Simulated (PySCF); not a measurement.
Pb(H)(SiH3), SMILES [SiH3][PbH] (PBE0/def2-SVP optimised geometry):

```
6

Pb    -1.675    -0.240     0.000
H     -1.579     1.611     0.000
Si     1.066    -0.240     0.000
H      1.598     0.471     1.211
H      1.597     0.482    -1.205
H      1.675    -1.611    -0.007
```

Computed with PBE0/def2-TZVP, def2 effective core potentials past Kr (PySCF).

Q: What are the frontier orbital energies and the dipole moment?

A: HOMO-2 -9.40 eV, HOMO-1 -7.46 eV, HOMO -6.39 eV, LUMO -3.07 eV, LUMO+1 -0.18 eV; dipole moment 1.95 D.

On the same geometry PySCF with PBE/def2-TZVP, def2 effective core potentials past Kr gives HOMO-2 -8.07 eV, HOMO-1 -6.40 eV, HOMO -5.51 eV, LUMO -3.83 eV, LUMO+1 -0.83 eV; dipole moment 1.95 D.
